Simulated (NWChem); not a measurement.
Species: TeO, triplet; SMILES O=[Te]

All runs: NWChem. Spin-unrestricted. Structure relaxed at the PBE0/def2-SVP, spin-unrestricted level. No stability test was run on the SCF state. def2 effective core potentials on Te; no spin-orbit coupling. Level TPSS/def2-SVP: energy and gradient; each run changes one setting, and changes count from the defaults (medium grid, exact Coulomb integrals, symmetry on).

Which setting moves the energy most, and by about how much (tight SCF thresholds and tolerances; defaults; extra-fine grid; Coulomb fitting, Weigend set)?

Coulomb fitting, Weigend set, by about 100 μHa.
| setting | size of the energy change (μHa) | largest change of a gradient component (μHa/bohr) |
|---|---|---|
| defaults | < 10 | < 30 |
| tight SCF thresholds and tolerances | < 10 | < 30 |
| Coulomb fitting, Weigend set | 100 | 100 |
| extra-fine grid | < 10 | 100 |
